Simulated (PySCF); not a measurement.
Delta-SCF ions had no search for a lower state. Excitations are Tamm–Dancoff values on a coarser integration grid. The basis has no diffuse functions, so Rydberg states are missing or too high.

Cartesian coordinates (Å):
SMILES: O=C1CCCC1
```xyz
14

O      2.1059    -1.4538     0.0163
C      1.1139    -0.7690     0.0086
C      1.0726     0.7448    -0.1750
C     -0.4018     1.0706    -0.4135
C     -1.1478    -0.0009     0.4015
C     -0.3181    -1.2657     0.1809
H      1.7652     1.0623    -0.9559
H      1.4255     1.1856     0.7664
H     -0.6744     2.0870    -0.1247
H     -0.6405     0.9554    -1.4762
H     -1.1358     0.2709     1.4624
H     -2.1917    -0.1083     0.1025
H     -0.3776    -2.0202     0.9666
H     -0.5953    -1.7587    -0.7599
```
Charge 0, spin multiplicity 1.

### Question
What dipole moment, T1 excitation (TDA), LUMO, HOMO–LUMO gap, S1–T1 gap (TDA), total energy, vertical ionisation energy (Delta-SCF) and HOMO does r2SCAN-D4/def2-TZVP in PySCF 2.14.0 give?

### Answer

- dipole moment: 3.12 D
- T1 excitation (TDA): 3.85 eV
- LUMO: -1.36 eV
- HOMO–LUMO gap: 4.37 eV
- S1–T1 gap (TDA): 0.62 eV
- total energy: -270.5207 Ha
- vertical ionisation energy (Delta-SCF): 8.99 eV
- HOMO: -5.73 eV
